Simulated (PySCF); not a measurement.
Sn(OMe)3(SMe), C₄H₁₂O₃SSn, SMILES C[O][Sn]([O]C)([O]C)[S]C, singlet (GFN2-xTB optimised geometry):

```
21

C     -1.066    -2.240     1.955
O     -1.107    -0.869     1.679
Sn    -0.308     0.001     0.000
O      1.754     0.001     0.000
C      2.550     0.794     0.834
O     -0.780    -1.274    -1.525
C      0.046    -1.569    -2.618
S     -1.346     2.203     0.000
C     -3.000     1.860     0.677
H     -0.048    -2.591     2.145
H     -1.661    -2.377     2.862
H     -1.509    -2.835     1.154
H      3.583     0.536     0.585
H      2.383     0.582     1.893
H      2.404     1.862     0.652
H      0.124    -0.725    -3.308
H      1.046    -1.878    -2.311
H     -0.439    -2.404    -3.132
H     -2.910     1.329     1.617
H     -3.583     1.291    -0.038
H     -3.450     2.835     0.836
```

Computed with CAM-B3LYP/def2-SVP, def2 effective core potentials past Kr (PySCF).

### Question
What are the frontier orbital energies and the dipole moment?

### Answer
HOMO-2 -8.89 eV, HOMO-1 -8.85 eV, HOMO -8.45 eV, LUMO -0.99 eV, LUMO+1 1.12 eV; dipole moment 0.71 D.

On the same geometry PBE/def2-SVP, def2 effective core potentials past Kr (PySCF 2.14.0) gives HOMO-2 -5.89 eV, HOMO-1 -5.85 eV, HOMO -5.75 eV, LUMO -2.87 eV, LUMO+1 -0.78 eV; dipole moment 0.61 D.
